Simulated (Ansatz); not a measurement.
Abridged output of a molecular run in Ansatz:

```
Functional definition: HF
958 factors; integrals over basis functions are off by at most 1.5e-3 eV
mean field evaluation 1: about -10227.6658 eV, gradient 2.2e1 eV
mean field evaluation 2: about -10227.6727 eV, gradient 2.2e1 eV
mean field evaluation 4: about -10230.8215 eV, gradient 3.2e0 eV
mean field evaluation 8: about -10230.9269 eV, gradient 1.9e-1 eV
mean field -10230.92830292 eV, -375.9796803599 hartree, gradient 3.4e-6 eV, S^2 0.755249; 0 other end points of the search recorded, 0 dependent functions left out
8 core orbitals not correlated: weight in the atoms' cores, before any rotation towards them, 1.000 or more for the frozen orbitals, at most 0.000 for the correlated occupied ones
reference -10230.92830292 eV, -375.9796803599 hartree; 12, 11 occupied and 75, 76 virtual orbitals, 958 factors
second order -13.84792920 eV of doubles, -0.00000000 eV of singles
cycle   1  -14.63254678 eV  change   -7.8e-1 eV  update   9.3e-2
cycle   2  -15.06069253 eV  change   -4.3e-1 eV  update   3.0e-2
cycle   3  -15.17179528 eV  change   -1.1e-1 eV  update   1.9e-2
cycle   4  -15.16886494 eV  change    2.9e-3 eV  update   7.1e-3
cycle   5  -15.16727330 eV  change    1.6e-3 eV  update   3.5e-3
cycle   6  -15.16692117 eV  change    3.5e-4 eV  update   1.1e-3
cycle   7  -15.16681753 eV  change    1.0e-4 eV  update   3.6e-4
cycle   8  -15.16691776 eV  change   -1.0e-4 eV  update   1.4e-4
cycle   9  -15.16692350 eV  change   -5.7e-6 eV  update   5.7e-5
cycle  10  -15.16691665 eV  change    6.9e-6 eV  update   2.4e-5
perturbative correction -0.44737729 eV, -0.0164408121 hartree
Total energy: -10246.54259685 eV, -376.5534950782 hartree
Checks for a lower state left out: cluster_reference
```

Its atoms:

Z-matrix (Å, degrees):
```
C
N 1 1.442
H 1 1.099 2 111.6
H 1 1.099 2 111.6 3 -119.9
H 1 1.093 2 110.8 3 120.1
C 2 1.444 1 112.3 3 59.9
Al 2 1.781 1 124.5 3 -120.0
H 6 1.100 2 111.5 1 -59.9
H 6 1.100 2 111.5 1 59.9
H 6 1.092 2 110.7 1 180.0
H 7 1.606 2 114.9 1 180.0
```

Which basis set was used?
A. def2-TZVPPD
B. cc-pV(Q+d)Z
C. cc-pV(T+d)Z
D. def2-SVP

D. It gives 95 functions.

Write the keys of the input that set method, charge and spin (a neutral closed shell needs none for the last two).


```yaml
magnetization: {spin_polarized: true, initial_magnetization: 1}
correlation: {method: ccsd_t}
scf: {omitted_lower_state_checks: [cluster_reference]}
```
